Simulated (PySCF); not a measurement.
Compound: C5H6BNO2.
InChI=1S/C5H6BNO2/c8-6(9)5-1-3-7-4-2-5/h1-4,8-9H

Torsions of this conformer, `[OH:1][B:2]([OH:3])[c:4]1[cH:5][cH:6][n:7][cH:8][cH:9]1`: O1–B2–C4–C5 0°, H–O1–B2–O3 0°, H–O3–B2–O1 0°.

The closed-shell ground state was solved at several levels (PySCF, density fitting, gas phase, non-relativistic). Isolated species at its GFN2-xTB geometry (one conformer only).

| level | basis functions | total energy (Eh) | HOMO (eV) | LUMO (eV) | gap (eV) | dipole (D) |
| --- | --- | --- | --- | --- | --- | --- |
| PBE0/pcSseg-1 | 183 | -423.7738 | -7.13 | -1.13 | 6.00 | 5.12 |
| wB97X-D/def2-SVPD | 234 | -423.8753 | -9.11 | 0.52 | 9.63 | 4.94 |

Q: What might B3LYP/pcJ-1 (303 basis functions) give for the same quantities?

A: Total energy -424.3251 Eh, HOMO -6.84 eV, LUMO -1.27 eV, gap 5.57 eV, dipole 5.18 D.

Q: Over all these levels, which gives the widest orbital gap and which the narrowest?

A: wB97X-D/def2-SVPD (range-separated hybrid) has the widest, 9.63 eV, and B3LYP/pcJ-1 (global hybrid, 20 % exact exchange) the narrowest, 5.57 eV. Functional and basis both differ between the two, so the spread mixes both effects.

Q: How far do the dipole and the HOMO energy spread over the levels?

A: The dipole runs from 4.94 to 5.18 D (mean 5.08 D) and the HOMO from -9.11 to -6.84 eV.

Note: wB97X-D ran without an empirical dispersion term, which enters the total energy and its gradient alone.
